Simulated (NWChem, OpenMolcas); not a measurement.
**How basis sets differ on CH6GeSi (SMILES [CH2]1[SiH2][GeH2]1)**

CH6GeSi: 9 atoms, total charge 0, spin state singlet. SMILES: `[CH2]1[SiH2][GeH2]1`. The coordinates come from a PBE0-D4/def2-TZVP relaxation.

Quantity: the HOMO–LUMO gap, in eV. The values are calculated.

```csv
level,kind,program,value (eV),CPU time
HF/ANO-R0 (sfX2C),Hartree–Fock,OpenMolcas,11.91,2.9 s
HF/ANO-RCC-MB (DKH2),Hartree–Fock,OpenMolcas,12.85,8.4 s
HF/STO-3G,Hartree–Fock,NWChem,14.93,3.9 s
HF/3-21G,Hartree–Fock,NWChem,11.80,4.7 s
"HF/6-31G* (RICD fitting, Cartesian functions)",Hartree–Fock,OpenMolcas,11.67,5.9 s
HF/cc-pVDZ,Hartree–Fock,OpenMolcas,11.84,16 s
```

All-electron rows without a relativistic Hamiltonian named are non-relativistic. The values span 11.67 to 14.93 eV. A Hartree–Fock LUMO above zero doesn't converge with the basis: it sinks as sets grow more diffuse. Orbital gaps aren't excitation energies. Times are those of the runs behind each value, whatever else they computed, on shared processors of several kinds: orders of magnitude only.
